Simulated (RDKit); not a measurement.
A run for RDKit: UFF on I2 (SMILES II).

```python
from rdkit import Chem
from rdkit.Chem import AllChem, rdDetermineBonds

blocks = [
'''2

I     0.00000000   -0.00000000   -1.34736602
I    -0.00000000    0.00000000    1.34736602
''',
]
mol = None
for b in blocks:
    f = Chem.MolFromXYZBlock(b)
    rdDetermineBonds.DetermineBonds(f, charge=0)
    mol = f if mol is None else Chem.CombineMols(mol, f)
Chem.SanitizeMol(mol)
print(Chem.MolToSmiles(Chem.RemoveHs(mol)))
ff = AllChem.UFFGetMoleculeForceField(mol, vdwThresh=100.0, ignoreInterfragInteractions=False)
e = ff.CalcEnergy()
print(f'UFF energy {e:.6f} kcal/mol')
```

Program output:

```
II
UFF energy 0.529857 kcal/mol
```

The run finished.

Cost: roughly 0.03 core-seconds.
